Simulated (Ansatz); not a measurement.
GaGeH5OS, SMILES `[OH][GeH2][S][GaH2]`, relaxed with RKS PBE0-D4/def2-TZVP in the Gaussian-basis code of Ansatz from a GFN2-xTB geometry. The force threshold is 0.005 eV/Å; the program also tests the step.

Charge 0, multiplicity 1.

Start:

```xyz
9

O     0.588    0.754   -0.157
Ge    0.021   -0.108    1.466
S    -1.213   -1.563    0.465
Ga   -0.480   -0.472   -1.478
H     1.177    1.513   -0.173
H    -0.584    1.065    2.236
H     1.362   -0.485    2.090
H     0.623   -1.191   -2.298
H    -1.493    0.488   -2.151
```

| step | energy (eV) | largest force (eV/Å) | largest move (Å) |
| --- | --- | --- | --- |
| 1 | -121843.6148 | 1.420 | 0.000 |
| 2 | -121843.6973 | 0.595 | 0.095 |
| 3 | -121843.7206 | 0.213 | 0.035 |
| 4 (rejected) | -121843.7198 | 0.240 | 0.049 |
| 5 | -121843.7233 | 0.045 | 0.024 |
| 6 | -121843.7244 | 0.037 | 0.031 |
| 7 | -121843.7294 | 0.321 | 0.066 |
| 8 | -121843.7359 | 0.112 | 0.038 |
| 9 | -121843.7449 | 0.322 | 0.081 |
| 10 | -121843.7659 | 0.076 | 0.119 |
| 11 (rejected) | -121843.7584 | 0.602 | 0.078 |
| 12 | -121843.7678 | 0.022 | 0.039 |
| 13 | -121843.7679 | 0.009 | 0.015 |
| 14 | -121843.7680 | 0.005 | 0.008 |

End:

```xyz
9

O     0.832    0.605   -0.158
Ge    0.095   -0.077    1.415
S    -1.070   -1.612    0.453
Ga   -0.420   -0.458   -1.469
H     0.838    1.563   -0.240
H    -0.646    1.120    2.042
H     1.276   -0.528    2.287
H     0.508   -1.286   -2.413
H    -1.412    0.674   -1.917
```

It took 71 s on 4 threads of an Arm Neoverse V1 on a shared host, with 0.68 GiB of host memory at the peak.
